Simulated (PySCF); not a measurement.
## Vertical excitation energies

Compound: C2HF5S.
SMILES: `C#CS(F)(F)(F)(F)F`

Computed with PySCF 2.14.0, density-fitted response routines, TDDFT CAM-B3LYP/def2-SVPD, vertical, gas phase, core orbitals frozen in the response. Geometry: PBE0-D3(BJ)/def2-SVP; no solvent, vibrations or thermal averaging.

Question: Predict the UV-vis stick spectrum at this level.

Answer: 

| state | E (eV) | E (kJ/mol) | λ (nm) | f | \|μ\| (D) | main configurations (H = HOMO, L = LUMO) |
| --- | --- | --- | --- | --- | --- | --- |
| S1 | 6.44 | 621 | 192.5 | 0.0000 | 0.00 | H-1/H→L+1/L+2 (≥96%) |
| S2 | 6.73 | 649 | 184.4 | 0.0000 | 0.01 | H-1/H→L+1/L+2 (≥96%) |
| S3 | 6.73 | 649 | 184.3 | 0.0000 | 0.01 | H-1/H→L+1/L+2 (≥96%) |
| S4 | 7.03 | 678 | 176.4 | 0.0014 | 0.23 | H-1/H→L (≥95%) |
| S5 | 7.03 | 678 | 176.4 | 0.0014 | 0.23 | H-1/H→L (≥95%) |
| S6 | 8.82 | 851 | 140.6 | 0.0000 | 0.00 | H-2→L (96%) |

The lowest singlet lies at 6.44 eV (193 nm, vacuum ultraviolet) and is dark (f under 0.0005); its leading configuration is HOMO-1/HOMO→LUMO+1/LUMO+2 (≥96%). The strongest level in the table is S4/S5 at 7.03 eV (176 nm, f = 0.0028 summed). S2/S3 and S4/S5 lie within about 0.01 eV of each other in each set; the point group C4v has degenerate representations, and within a degenerate level the listed configurations can mix freely. Löwdin shares by element: HOMO (one of a set within 0.03 eV) carbon 86%; LUMO fluorine 39% or more, sulfur 26% (atoms not listed hold the other 35%). Orbital energies (eV): HOMO-3 -14.00, HOMO-2 -13.72, HOMO-1 -10.99, HOMO -10.99, LUMO -0.40, LUMO+1 0.53, LUMO+2 0.53. Of the 6 states listed, none reaches f = 0.01 and 4 stay under 0.0005. Orbitals of the list HOMO-3 to LUMO+2 that lie within 0.01 eV of each other are written together with a slash and their weights summed (≥ marks a lower bound); for degenerate orbitals outside that list single weights are arbitrary. Singlets were solved by full linear response.
